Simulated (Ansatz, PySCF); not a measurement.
Energy difference 1.5 R1 → P1, each structure at its B3LYP-D3(BJ)/def2-TZVP stationary point, reached from a drawn start (curvature not checked).
P1: O3 (SMILES O=[O+][O-]), charge 0, multiplicity 1.
R1: O2 (SMILES O=O), charge 0, multiplicity 3.

```
level                          reaction energy (kcal/mol)
-----------------------------  --------------------------
HF/cc-pVDZ                                         107.17
HF/cc-pVTZ                                         104.62
HF/cc-pVQZ                                         104.69
SVWN5/def2-TZVPP                                    20.57
PBE/def2-TZVPP                                      31.31
PBE-D4/def2-TZVPP                                   31.06
BLYP-D3(BJ)/def2-TZVPP                              33.93
BLYP-D4/def2-TZVPP                                  33.78
revPBE/def2-TZVPP                                   34.81
revPBE-D4/def2-TZVPP                                33.80
r2SCAN-D3(BJ)/def2-TZVPP                            43.01
B97M-V/def2-TZVPP                                   38.34
B3LYP/def2-TZVPP                                    45.42
B3LYP-D3(BJ)/def2-TZVPP                             45.06
B3LYP-D4/def2-TZVPP                                 45.02
PBE0/def2-TZVPP                                     47.08
PBE0-D3(BJ)/def2-TZVPP                              46.91
BHLYP/def2-TZVPP                                    64.02
BHLYP-D3(BJ)/def2-TZVPP                             63.76
BHLYP-D4/def2-TZVPP                                 63.77
M06-2X/def2-TZVPP                                   52.30
CAM-B3LYP/def2-TZVPP                                49.60
CAM-B3LYP-D3(BJ)/def2-TZVPP                         49.46
CAM-B3LYP-D4/def2-TZVPP                             49.40
wB97X-V/def2-TZVPP                                  49.11
wB97M-V/def2-TZVPP                                  46.04
B2PLYP/def2-TZVPP                                   39.76
B2PLYP-D3(BJ)/def2-TZVPP                            39.61
B2PLYP-D4/def2-TZVPP                                39.59
MP2/cc-pVDZ                                         37.99
MP2/cc-pVTZ                                         29.67
MP2/CBS(cc-pVTZ, cc-pVQZ)                           24.86
SCS-MP2/cc-pVDZ                                     32.07
SCS-MP2/cc-pVTZ                                     24.08
CCSD/cc-pVDZ                                        54.88
CCSD/cc-pVQZ                                        49.08
CCSD(T)/cc-pVDZ                                     44.25
CCSD(T)/cc-pVTZ                                     38.65
CCSD(T)/cc-pVQZ                                     37.03
CCSD(T)/CBS(cc-pVTZ, cc-pVQZ)                       35.80
```

P less R. No zero-point or thermal terms; singlets are restricted closed shells; open shells are unrestricted; no spin–orbit coupling.

Cores are frozen in the correlated methods. CBS: X⁻³ extrapolation of the correlation energy, Hartree–Fock from the larger set.

Doubts at one or more of the structures used: other coupled-cluster roots may lie near (CCSD/cc-pVDZ, CCSD/cc-pVQZ, CCSD(T)/cc-pVDZ, CCSD(T)/cc-pVTZ, CCSD(T)/cc-pVQZ, CCSD(T)/CBS(cc-pVTZ, cc-pVQZ)).

The values were computed with Ansatz (a program for electronic structure) with Gaussian orbitals; PySCF for M06-2X and the D3/D4 terms. No computed number here is a measurement.
